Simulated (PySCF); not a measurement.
A structure optimised at PBE0-D3(BJ)/def2-TZVPD, used in a PySCF frequency run:

```xyz
3

Te     0.0000     0.0000    -0.0432
H      0.0000    -1.1745     1.1239
H      0.0000     1.1745     1.1239
```

**Question.** Write its SMILES, formula and point group.

**Answer.** [TeH2], H2Te, C2v

**Question.** What are its rotational constants (standard atomic weights)?

**Answer.** 186.95, 181.71, 92.148 GHz
